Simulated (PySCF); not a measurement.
**Radial density of Ni (nickel, neutral)**

B97-3, [Ar] 3d7 4s2 5s1, high-spin 5F determinant (an excited configuration). Calculation: PySCF 2.14, in aug-cc-pVDZ; no relativity, point nucleus.

```csv
r (bohr),4πr²ρ (e/bohr),4πr²(ρα − ρβ)
0.000960,0.1639,0.0000
0.00161,0.4470,0.0001
0.00271,1.189,0.0001
0.00457,3.033,0.0004
0.00768,7.211,0.0009
0.0129,15.24,0.0018
0.0217,26.47,0.0030
0.0365,33.69,0.0036
0.0615,29.21,0.0066
0.103,28.62,0.0463
0.174,38.36,0.2964
0.293,22.51,1.3288
0.492,17.94,3.1083
0.828,16.35,2.8022
1.39,4.125,0.9506
2.34,1.222,0.1108
3.94,0.2593,0.0204
6.63,0.1720,0.1696
11.1,0.05304,0.0530
18.7,0.0001579,0.0002
```

The outer electron is Rydberg-like, and this basis confines it to a smaller radius and binds it less than a complete one would.
